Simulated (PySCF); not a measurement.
H2O2S2W, SMILES [O]=[W]([OH])(=[S])[SH], multiplicity 1.

The structure is a stationary point at B3LYP-D3(BJ)/def2-SVP. The spin state was assumed, not searched. The structure was generated by enumeration; whether it is a known compound was not checked. The def2 effective core potentials stand for the cores of W; spin–orbit coupling is left out. Other conformers were not sampled.

The numbers are results of PySCF with TDA-PBE/def2-SVPD, not measurements.

Vertical excitations. 

Q: Estimate the UV-visible absorptions. (An estimate is asked for; the answer gives what the named calculation found.)

A: 
```
state  energy (eV)  λ (nm)      f                                                                  main pairs
-----  -----------  ------  -----  --------------------------------------------------------------------------
S1            3.22     385  0.001                                                              HOMO→LUMO 95 %
S2            3.48     357  0.002                                          HOMO−1→LUMO 61 %, HOMO→LUMO+1 31 %
S3            3.69     336  0.012                        HOMO→LUMO+1 58 %, HOMO−1→LUMO 18 %, HOMO−2→LUMO 16 %
S4            4.07     305  0.032                                                          HOMO−1→LUMO+1 79 %
S5            4.43     280  0.004                                        HOMO−2→LUMO 42 %, HOMO−2→LUMO+1 29 %
S6            4.57     272  0.005                                        HOMO−3→LUMO 79 %, HOMO−2→LUMO+1 14 %
S7            4.60     270  0.008                                                            HOMO→LUMO+2 81 %
S8            4.76     260  0.027  HOMO−1→LUMO+2 20 %, HOMO−2→LUMO+1 18 %, HOMO−2→LUMO 12 %, HOMO−3→LUMO 12 %
S9            4.97     249  0.002                                        HOMO−4→LUMO 72 %, HOMO−3→LUMO+1 20 %
S10           5.02     247  0.021                                      HOMO−1→LUMO+2 54 %, HOMO−3→LUMO+1 21 %
T1            2.85     435      0                                                              HOMO→LUMO 95 %
T2            3.07     404      0                                                            HOMO−1→LUMO 77 %
T3            3.25     382      0                                                            HOMO→LUMO+1 87 %
T4            3.47     357      0                                                          HOMO−1→LUMO+1 82 %
```
Triplets are in the Tamm–Dancoff approximation.
